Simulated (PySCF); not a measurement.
This PySCF input asks for the NMR shieldings of `FC(P(P(C)C(F)(F)F)P)(F)F`, C3H5F6P3; the geometry comes from GFN2-xTB.

```python
import basis_set_exchange as bse
import numpy as np
from pyscf import gto, dft
from pyscf.prop import nmr

atoms = """
C     1.569471   -1.503014    0.125314
P     0.799622    0.044615    0.764282
P    -0.939372    0.154872   -0.575444
P    -1.926178    1.882649    0.308461
C    -1.896977   -1.094006    0.456678
F    -3.216178   -0.955062    0.274219
F    -1.585355   -2.347883    0.101399
F    -1.678546   -1.011733    1.778068
C     1.794822    1.211120   -0.332621
F     1.377014    2.479474   -0.208751
F     1.734204    0.918318   -1.642522
F     3.088194    1.185500    0.006870
H     1.505816   -1.567570   -0.961519
H     2.613251   -1.519913    0.441093
H     1.057523   -2.354373    0.572409
H    -1.283723    2.757921   -0.567202
H    -3.020587    1.731115   -0.550642
"""
names = dict.fromkeys(["C", "P", "F", "H"], "pcSseg-1")
basis = {el: gto.basis.parse(bse.get_basis(n, elements=[el], fmt="nwchem")) for el, n in names.items()}
mol = gto.M(atom=atoms, basis=basis, charge=0, verbose=0)
mf = dft.RKS(mol, xc="PBE0")
mf.grids.level = 2
mf.grids.alignment = dft.numint.BLKSIZE   # the property module wants whole blocks of grid points
mf.conv_tol = 1e-9
mf.kernel()

calc = nmr.RKS(mf)   # GIAO
C = mf.mo_coeff
Co = C[:, mf.mo_occ > 0]
resp = mf.gen_response(singlet=True, hermi=2)
def vind(x):   # induced exchange potential for any number of trial vectors
    d = np.einsum("pi,xij,qj->xpq", C, 2 * x.reshape(-1, C.shape[1], Co.shape[1]), Co, optimize=True)
    return np.einsum("xpq,pi,qj->xij", resp(d - d.transpose(0, 2, 1)), C, Co, optimize=True).ravel()
mo1, _ = nmr.rhf.solve_mo1(calc, with_cphf=vind)
sigma = calc.kernel(mo1)
for i, s in enumerate(sigma):   # ppm
    print("%2d %-2s %9.2f" % (i, mol.atom_pure_symbol(i), np.trace(s) / 3))
```

Question: What are the results?

Answer: 
```
 0 C     176.88
 1 P     347.15
 2 P     357.86
 3 P     538.32
 4 C      44.98
 5 F     232.39
 6 F     229.98
 7 F     228.88
 8 C      45.13
 9 F     237.15
10 F     236.94
11 F     244.36
12 H      29.69
13 H      29.93
14 H      30.04
15 H      28.97
16 H      28.67
```

These numbers come from an equivalent density-fitted implementation of the same equations, which agrees with the script to about 0.01 ppm for H and up to a few tenths of a ppm for heavy atoms, so last digits may differ.

Size and cost of the density-fitted run: 250 basis functions, 85 s wall time on 1 thread of an Arm Neoverse V1, shared host.
